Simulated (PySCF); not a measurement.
Does the answer move with the share of exact exchange?

BClGeH4O2.
SMILES: `O[B](O)[GeH2][Cl]`

Torsions of this conformer, `[OH:1][B:2]([OH:3])[GeH2:4][Cl:5]`: O1–B2–Ge4–Cl5 65°, H–O1–B2–O3 1°, H–O3–B2–O1 -1°.

PySCF, def2-SVPD basis, density fitting, gas phase, PBE0-D3(BJ)/def2-SVP geometry; singlet excitations by full TDDFT with frozen cores, triplets by Tamm–Dancoff TDDFT and ionisation energies by ΔSCF, from the lowest of the holes tried. One functional is left out:

```
functional  exact exchange (%)  HOMO energy (eV)  LUMO energy (eV)  lowest singlet excitation (eV)  lowest triplet excitation (eV)  dipole moment (D)  mean polarisability (au)  vertical ionisation energy (eV)
       LDA                   0             -6.84             -2.04                            5.05                            4.61              4.872                      73.7                             9.88
       PBE                   0             -6.77             -1.82                            5.18                            4.67              4.808                      72.8                             9.78
     B3LYP                  20             -7.82             -1.18                            5.64                            5.05              4.899                      69.9                            10.10
 BHandHLYP                  50             -9.23             -0.24                            6.22                            5.44              4.999                      66.2                            10.35
```

Q: Predict the row of PBE0 (25 % exact exchange) by straight lines through the other rows, and check it.

A: 
```json
{"property": "HOMO energy (eV)", "line": "-8.03", "computed": "-8.06", "computed − line": "-0.03", "B3LYP (20 %), for comparison": "-7.82"}
{"property": "LUMO energy (eV)", "line": "-1.07", "computed": "-0.94", "computed − line": "+0.13", "B3LYP (20 %), for comparison": "-1.18"}
{"property": "lowest singlet excitation (eV)", "line": "5.69", "computed": "5.79", "computed − line": "+0.10", "B3LYP (20 %), for comparison": "5.64"}
{"property": "lowest triplet excitation (eV)", "line": "5.06", "computed": "5.08", "computed − line": "+0.02", "B3LYP (20 %), for comparison": "5.05"}
{"property": "dipole moment (D)", "line": "4.918", "computed": "4.922", "computed − line": "+0.004", "B3LYP (20 %), for comparison": "4.899"}
{"property": "mean polarisability (au)", "line": "69.6", "computed": "68.8", "computed − line": "-0.8", "B3LYP (20 %), for comparison": "69.9"}
{"property": "vertical ionisation energy (eV)", "line": "10.11", "computed": "10.14", "computed − line": "+0.03", "B3LYP (20 %), for comparison": "10.10"}
```

Q: Which of these properties follows the share of exact exchange most closely, and which least?

A: Most closely the HOMO energy, least the dipole moment; the correlations over the tabulated rows are HOMO energy -0.999, LUMO energy 0.993, lowest singlet excitation 0.992, lowest triplet excitation 0.991, mean polarisability -0.991, vertical ionisation energy 0.979, dipole moment 0.944. The HOMO energy moves by -0.486 eV for every 10 %. Functionals with the same share still differ in their other parts: at 0 % LDA and PBE differ by 0.07 eV in it.
